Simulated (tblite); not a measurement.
Species: C₉H₉N₃.
SMILES with atom numbers: `[CH3:1][n:2]1[cH:3][c:4](-[c:5]2[cH:6][cH:7][cH:8][cH:9][cH:10]2)[n:11][n:12]1` (hydrogens: H13, H14, H15 on C1; H16 on C3; H17 on C6; H18 on C7; H19 on C8; H20 on C9; H21 on C10)

The geometry is computed with GFN2-xTB (gas phase).

Problem. Give the optimised bond lengths and angles.

Solution. 
| bond | length (pm) |
| --- | --- |
| C1–N2 | 143.2 |
| N2–C3 | 135.1 |
| C3–C4 | 138.6 |
| C4–C5 | 145.2 |
| C5–C6, C5–C10 | 139.4 |
| C6–C7, C9–C10 | 138.2 |
| C7–C8, C8–C9 | 138.5 |
| C4–N11 | 135.7 |
| N11–N12 | 127.4 |
| N2–N12 | 132.9 |
| C1–H13, C1–H14, C1–H15 | 109.0 |
| C3–H16 | 106.9 |
| C6–H17, C10–H21 | 107.9 |
| C7–H18, C9–H20 | 108.0 |
| C8–H19 | 108.0 |

Bonds in one row agree within 1 pm and their mean is given. A selection of angles:
| angle | degrees |
| --- | --- |
| N2–C1–H13 | 107.6 |
| N2–C1–H14 | 110.5 |
| H13–C1–H14 | 109.5 |
| C1–N2–C3 | 128.6 |
| C1–N2–N12 | 121.6 |
| C3–N2–N12 | 109.8 |
| N2–C3–C4 | 104.6 |
| N2–C3–H16 | 122.2 |
| C4–C3–H16 | 133.2 |
| C3–C4–C5 | 130.7 |
| C3–C4–N11 | 106.9 |
| C5–C4–N11 | 122.5 |
| C4–C5–C6 | 121.4 |
| C4–C5–C10 | 119.4 |
| C6–C5–C10 | 119.2 |
| C5–C6–C7 | 120.2 |
| C5–C6–H17 | 120.0 |
| C7–C6–H17 | 119.8 |
| C6–C7–C8 | 120.3 |
| C6–C7–H18 | 119.8 |
| C8–C7–H18 | 120.0 |
| C7–C8–C9 | 119.8 |
| C7–C8–H19 | 120.0 |
| C9–C10–H21 | 121.2 |
| C5–C10–H21 | 118.5 |
| C4–N11–N12 | 109.7 |
| N2–N12–N11 | 109.0 |

Dihedral angles: C3–C4–C5–C6 0° (synperiplanar).

The 6-membered ring C5–C6–C7–C8–C9–C10 has internal angles of 119.2° to 120.3°; it is planar, 0.00 Å rms from its mean plane, widest ring torsion 0°. Of the pairs four or more bonds apart, N11···H21 is among the closest relative to their van der Waals radii: 2.49 Å, 91 % of the sum of Bondi's values. The C–N distances run from 1.351 Å (N2–C3, aromatic) to 1.432 Å (C1–N2, drawn single), a spread of 0.081 Å. N12 (pyridine-type nitrogen) is bent (angle 109.0°). N11 (pyridine-type nitrogen) is bent (angle 109.7°). The 2 N–N bonds span 1.274 Å (N11–N12, aromatic) to 1.329 Å (N2–N12, aromatic), a spread of 0.055 Å. The 8 C–C bonds span 1.381 Å (C9–C10, aromatic) to 1.452 Å (C4–C5, drawn single), a spread of 0.071 Å.

Point group: Cs (every atom within 0.08 Å of its image). Its GFN2-xTB frequencies are all real (lowest 33 cm⁻¹). One conformer, not necessarily the lowest. 2 starts were optimised and ended at 0.00 and 0.45 kcal/mol (GFN2-xTB); the lowest of these is shown.
